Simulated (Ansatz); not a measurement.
Diatomic SeO+, multiplicity 2 (lowest of 2S+1 = 2, 4 at CCSD(T)/def2-TZVPP on PBE0 minima; our sources give no spin for the ground state, which may be another). No spin–orbit coupling. Se is treated without relativity. The T1 diagnostic near the minimum is 0.075, so single-reference values are doubtful.

The constants come from a fifth-degree fit in 1/R (seven points, main isotopes). Runs in def2 and cc sets follow the lowest solution found near the PBE0 minimum.

Run with Ansatz (Gaussian orbitals). Values without a source in brackets are computed.

Energies at B97M-V/def2-TZVPP:

```json
[
 {"R (Å)": "1.459555", "E (hartree)": "-2475.90409305"},
 {"R (Å)": "1.498791", "E (hartree)": "-2475.91487927"},
 {"R (Å)": "1.534887", "E (hartree)": "-2475.92015456"},
 {"R (Å)": "1.575692", "E (hartree)": "-2475.92181756"},
 {"R (Å)": "1.616497", "E (hartree)": "-2475.91985505"},
 {"R (Å)": "1.663579", "E (hartree)": "-2475.91412186"},
 {"R (Å)": "1.718509", "E (hartree)": "-2475.90397045"}
]
```

Task: With a reduced mass of 13.3275 u, find the minimum, the force constant and the constants.

Result: A fifth-degree polynomial in 1/R puts the minimum at r_e = 1.5724 Å with force constant 964 N/m. Then ω_e = (1/2πc)√(k/μ) = 1108 cm⁻¹ and B_e = h/(8π²cμr_e²) = 0.5116 cm⁻¹; the cubic and quartic terms give α_e = 0.0030 and ω_e x_e = 4.6 cm⁻¹.

Ansatz is a first-principles code.
